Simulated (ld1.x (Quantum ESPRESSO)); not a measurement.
## Ge (Z = 32) TM semilocal: all-electron and pseudo phase curves

| Property | Result |
| --- | --- |
| Element | germanium (Ge) |
| Generator | ld1.x (Quantum ESPRESSO) 7.5 |
| Type | norm-conserving Troullier–Martins (semilocal form) |
| Functional | PBEsol |
| Relativity | scalar-relativistic |
| Frozen core | [Ne] 3s2 |
| Valence charge | 20 |
| Reference configuration | 3p6 3d10 4s2 4p1 (charge +1) |
| Partial waves | 3p (bound): rc 0.55 bohr; 3d (bound): rc 1.05 bohr; 4s (bound): rc 1.30 bohr |
| Local potential | the s channel |
| Core correction | a·sin(br)/r model core inside 0.40 bohr |

Occupied shells without a wave of their own: 4p. They enter only through the test configuration that unscreens the potential, and ld1.x also counts them in the model core charge.

The phase is arctan(r·u′/u) with u = r·R(r), unwrapped; energies in Ry, scanned from -11 to 5 Ry. A pole is an energy at which the radial function vanishes at the test radius. The pseudo phase is shifted by a multiple of π to meet the all-electron one at the reference energy, and phase errors are pseudo minus all-electron; the curves can meet again beyond the range given. Levels narrower than the energy grid can be missing from the lists of poles.

| channel | radius (bohr) | reference energy (Ry) | poles, all-electron | poles, pseudo | unbroken range about the reference energy with phases within 0.05 rad | phase error 1 Ry above the reference energy (rad) |
| --- | --- | --- | --- | --- | --- | --- |
| s | 1.41 | -1.46 | none | 4.12 | -10.8 to -0.1 | -0.020 |
| p | 1.41 | -9.15 | -8.78 | -8.78 | the whole range | -0.000 |
| d | 1.41 | -2.82 | -2.09 | -2.08 | below 2.2 | +0.005 |

ld1.x takes every shell without a wave as core, so the model core holds the 4p electrons as well and exchange and correlation see them twice. This cancels in the reference configuration, but the file is broken for other ones, and its errors say nothing about a proper core correction.

Phases in the s channel:

```json
{"E (Ry)": "-11.00", "all-electron": "1.375", "pseudo": "1.321"}
{"E (Ry)": "-10.52", "all-electron": "1.360", "pseudo": "1.314"}
{"E (Ry)": "-10.04", "all-electron": "1.347", "pseudo": "1.306"}
{"E (Ry)": "-9.56", "all-electron": "1.334", "pseudo": "1.298"}
{"E (Ry)": "-9.08", "all-electron": "1.322", "pseudo": "1.289"}
{"E (Ry)": "-8.60", "all-electron": "1.310", "pseudo": "1.280"}
{"E (Ry)": "-8.12", "all-electron": "1.297", "pseudo": "1.269"}
{"E (Ry)": "-7.64", "all-electron": "1.284", "pseudo": "1.257"}
{"E (Ry)": "-7.16", "all-electron": "1.269", "pseudo": "1.244"}
{"E (Ry)": "-6.68", "all-electron": "1.253", "pseudo": "1.230"}
{"E (Ry)": "-6.20", "all-electron": "1.235", "pseudo": "1.213"}
{"E (Ry)": "-5.72", "all-electron": "1.214", "pseudo": "1.194"}
{"E (Ry)": "-5.24", "all-electron": "1.191", "pseudo": "1.173"}
{"E (Ry)": "-4.76", "all-electron": "1.165", "pseudo": "1.148"}
{"E (Ry)": "-4.28", "all-electron": "1.133", "pseudo": "1.118"}
{"E (Ry)": "-3.80", "all-electron": "1.096", "pseudo": "1.083"}
{"E (Ry)": "-3.32", "all-electron": "1.050", "pseudo": "1.040"}
{"E (Ry)": "-2.84", "all-electron": "0.994", "pseudo": "0.987"}
{"E (Ry)": "-2.36", "all-electron": "0.923", "pseudo": "0.918"}
{"E (Ry)": "-1.88", "all-electron": "0.831", "pseudo": "0.829"}
{"E (Ry)": "-1.40", "all-electron": "0.709", "pseudo": "0.709"}
{"E (Ry)": "-0.92", "all-electron": "0.545", "pseudo": "0.541"}
{"E (Ry)": "-0.44", "all-electron": "0.329", "pseudo": "0.308"}
{"E (Ry)": "0.04", "all-electron": "0.060", "pseudo": "-0.000"}
{"E (Ry)": "0.52", "all-electron": "-0.237", "pseudo": "-0.351"}
{"E (Ry)": "1.00", "all-electron": "-0.514", "pseudo": "-0.675"}
{"E (Ry)": "1.48", "all-electron": "-0.741", "pseudo": "-0.929"}
{"E (Ry)": "1.96", "all-electron": "-0.913", "pseudo": "-1.115"}
{"E (Ry)": "2.44", "all-electron": "-1.042", "pseudo": "-1.254"}
{"E (Ry)": "2.92", "all-electron": "-1.139", "pseudo": "-1.362"}
{"E (Ry)": "3.40", "all-electron": "-1.214", "pseudo": "-1.452"}
{"E (Ry)": "3.88", "all-electron": "-1.273", "pseudo": "-1.533"}
{"E (Ry)": "4.36", "all-electron": "-1.320", "pseudo": "-1.611"}
{"E (Ry)": "4.84", "all-electron": "-1.359", "pseudo": "-1.694"}
```
